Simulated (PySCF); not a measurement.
trifluorosilylmethanol (CH₃F₃OSi), SMILES F[Si](F)(CO)F.

Geometry: B3LYP-D3(BJ)/def2-SVP. The values are those of a single conformer.

Calculation: PBE/def2-TZVP run with PySCF.

Isolated molecule, no solvent.

```yaml
total_energy: -703.99117 hartree
highest_occupied_level: -6.75 eV
lowest_empty_level: -0.70 eV
orbital_gap: 6.05 eV
dipole_moment: 1.81 D
quadrupole, principal values (traceless, Buckingham form, about the centre of nuclear charge): -6.80, 2.00, 4.80 D·Å
mean_static_polarisability: 39.4 bohr³ (5.84 Å³)
polarisability_principal_values: 36.3, 38.7, 43.3 bohr³
```
